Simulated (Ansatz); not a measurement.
C3H10GaN, SMILES `CC[N](C)[GaH2]`. Charge 0, multiplicity 1. All single points use the PBE0-D4/def2-TZVP geometry. It is one conformer, not always the lowest.

```xyz
15

C     0.853    1.745   -0.028
C    -0.069    0.748   -0.691
N    -0.230   -0.495    0.027
C    -1.123   -1.394   -0.662
Ga    0.538   -0.990    1.607
H     1.863    1.343    0.086
H     0.492    2.028    0.964
H     0.918    2.651   -0.634
H     0.303    0.533   -1.706
H    -1.058    1.213   -0.834
H    -1.235   -2.329   -0.110
H    -2.123   -0.953   -0.786
H    -0.752   -1.639   -1.668
H     1.505   -0.035    2.367
H     0.117   -2.425    2.069
```

**Question.** What is the dipole moment at r2SCAN/def2-TZVPP? (An estimate is asked.)

**Answer.** Computed: 1.13 D, with components (-0.32, 0.55, -0.93) D in this frame, pointing from negative to positive charge.

**Question.** And with PBE, B3LYP, ωB97M-V? (Estimate.)

**Answer.** Computed: PBE 1.18 D, B3LYP 1.01 D, ωB97M-V 0.87 D.

**Question.** Give the Mulliken charges with r2SCAN, ωB97M-V, PBE in def2-TZVPP. (Best estimate.)

**Answer.** Ansatz gave: 
| atom | r2SCAN | ωB97M-V | PBE |
| --- | --- | --- | --- |
| C1 | -0.17 | -0.38 | -0.27 |
| C2 | 0.09 | -0.04 | -0.02 |
| N3 | -0.24 | -0.25 | -0.13 |
| C4 | -0.04 | -0.23 | -0.17 |
| Ga5 | 0.12 | 0.08 | 0.04 |
| H6 | 0.05 | 0.12 | 0.09 |
| H7 | 0.05 | 0.12 | 0.09 |
| H8 | 0.04 | 0.10 | 0.08 |
| H9 | 0.02 | 0.09 | 0.06 |
| H10 | 0.02 | 0.09 | 0.06 |
| H11 | 0.06 | 0.10 | 0.09 |
| H12 | 0.04 | 0.11 | 0.08 |
| H13 | 0.04 | 0.11 | 0.08 |
| H14 | -0.05 | -0.01 | -0.03 |
| H15 | -0.06 | -0.01 | -0.04 |

B3LYP here is the variant with VWN-RPA as its local correlation; programs differ in this.
